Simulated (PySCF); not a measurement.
**[Y(NH2)4]− at several levels of theory**

Computed with PySCF 2.14.0 (density fitting, no spin-orbit coupling) at the geometry relaxed with PBE0:

```xyz
13
[Y(NH2)4]− (singlet)
Y     0.0001    0.0000    0.0000
N     1.3377    1.3189    1.2023
H     2.1996    1.0046    1.6507
H     1.2903    2.3214    1.3819
N    -1.3375   -1.2024    1.3189
H    -1.2901   -1.3819    2.3214
H    -2.2000   -1.6503    1.0045
N     1.3377   -1.3189   -1.2023
H     1.2903   -2.3214   -1.3819
H     2.1996   -1.0046   -1.6507
N    -1.3375    1.2024   -1.3189
H    -2.2000    1.6503   -1.0045
H    -1.2901    1.3819   -2.3214
```

| level | basis | state | HOMO (eV) | gap (eV) | charge on Y1 (e) | dipole about the centre of mass (D) | largest force component (eV/Å) |
| --- | --- | --- | --- | --- | --- | --- | --- |
| PBE0 | Y def2-SVP with ECP28, N def2-SVP, H def2-SVP | singlet | -1.15 | 5.00 | 0.55 | 0.00 | 0.01 |
| PBE0 | Y def2-TZVP with ECP28, N def2-TZVP, H def2-TZVP | singlet | -1.48 | 5.18 | 1.35 | 0.00 | 0.33 |

Charges are Mulliken's, which hang on the basis. The relaxation used the grid (50, 194), these runs (75, 302) or, all-electron (x2c bases, spin-free X2C Hamiltonian), (99, 590).

Problem. A further run in the first row's basis gives HOMO (eV) 0.29, gap (eV) 2.96, charge on Y1 (e) 0.25, dipole about the centre of mass (D) 0.00, largest force component (eV/Å) 0.47. Which level was it?
A. BLYP
B. TPSSh

Solution. A. The others give HOMO -0.39 eV (TPSSh).

In the first row's basis the gap widens with exact exchange: 3.0 eV for BLYP (none); 4.1 to 5.0 eV for TPSSh, PBE0 (a fixed share).

The highest filled level of some runs lies above zero, as often for anions with such functionals and bases.
